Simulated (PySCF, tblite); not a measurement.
Compound: C₄H₈B₂.
Bonds: B1–C2, C2–B3, B3–C4, C4–C5, C5–C6 (triple). Hydrogens: H7, H8 on B1; H9, H10 on C2; H11 on B3; H12, H13 on C4; H14 on C6.

Jobs on this species (14 atoms, 42 electrons) with PySCF (density fitting) and tblite. Hardware of each: Arm Neoverse V1, one thread, no GPU, shared host. The host was shared with other jobs, so the times are rough.

| level and settings | work | basis functions | SCF cycles | wall time |
| --- | --- | --- | --- | --- |
| CAM-B3LYP/def2-SVPD | 8 singlets by full TDDFT, 3 Tamm–Dancoff triplets, polarisability | 184 | ? | ? |
| PBE0/pcSseg-1 | shieldings, charges and field gradients, density and orbital grids written | 142 | 14 | 19 s |
| GFN2-xTB | L-BFGS relaxation | – | – | 0.59 s |

Fill in the missing figures.

- CAM-B3LYP/def2-SVPD; 8 singlets by full TDDFT, 3 Tamm–Dancoff triplets, polarisability: 28 s, 13 SCF cycles

What do all jobs in the table cost together?

About 48 s; the longest takes about 59 % of that, and about 47 times as long as the shortest.
